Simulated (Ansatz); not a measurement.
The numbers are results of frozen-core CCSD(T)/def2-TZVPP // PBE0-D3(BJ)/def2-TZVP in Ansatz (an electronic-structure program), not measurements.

Ansatz 0.2 input:
```yaml
crystal:
  periodic: [false, false, false]
  atoms:
    - { symbol: C, position_ang: [-1.930691, 0.426656, -0.321791] }
    - { symbol: C, position_ang: [-0.822141, -0.25568, -0.295625] }
    - { symbol: C, position_ang: [0.321724, -0.881902, -0.289781] }
    - { symbol: Al, position_ang: [1.89291, 0.132098, -0.786193] }
    - { symbol: H, position_ang: [-2.53499, 0.475925, -1.220626] }
    - { symbol: H, position_ang: [-2.282919, 0.953631, 0.557817] }
    - { symbol: H, position_ang: [0.333606, -1.934214, -0.008994] }
    - { symbol: H, position_ang: [1.708443, 1.657338, -1.167825] }
    - { symbol: H, position_ang: [3.314045, -0.573862, -0.801213] }
basis:
  gaussian: { orbitals: def2-TZVPP }
correlation:
  method: ccsd_t
```

Output:

```
Functional definition: HF
1206 factors; integrals over basis functions are off by at most 1.4e-3 eV
mean field evaluation 1: about -9749.9439 eV, gradient 3.0e1 eV
mean field evaluation 2: about -9750.1450 eV, gradient 3.0e1 eV
mean field evaluation 4: about -9752.9387 eV, gradient 3.3e0 eV
mean field evaluation 8: about -9752.9906 eV, gradient 3.9e-1 eV
mean field evaluation 16: about -9752.3841 eV, gradient 1.1e1 eV
mean field -9752.99158558 eV, -358.4158299549 hartree, gradient 6.9e-6 eV, S^2 0.000000; 0 other end points of the search recorded, 0 dependent functions left out
8 core orbitals not correlated
reference -9752.99158558 eV, -358.4158299549 hartree; 10, 10 occupied and 187, 187 virtual orbitals, 1206 factors
second order -14.94873650 eV of doubles, -0.00000000 eV of singles
cycle   1  -15.38744335 eV  change   -4.4e-1 eV  update   9.5e-2
cycle   2  -15.85136647 eV  change   -4.6e-1 eV  update   3.1e-2
cycle   3  -15.95218723 eV  change   -1.0e-1 eV  update   1.5e-2
cycle   4  -15.94717549 eV  change    5.0e-3 eV  update   3.8e-3
cycle   5  -15.94831539 eV  change   -1.1e-3 eV  update   1.5e-3
cycle   6  -15.94856544 eV  change   -2.5e-4 eV  update   4.2e-4
cycle   7  -15.94851444 eV  change    5.1e-5 eV  update   1.6e-4
cycle   8  -15.94857875 eV  change   -6.4e-5 eV  update   6.6e-5
cycle   9  -15.94860215 eV  change   -2.3e-5 eV  update   2.3e-5
perturbative correction -0.74877500 eV, -0.0275169738 hartree
Total energy: -9769.68896274 eV, -359.0294472476 hartree
```

Cost: about 100 core-seconds (a rough figure).
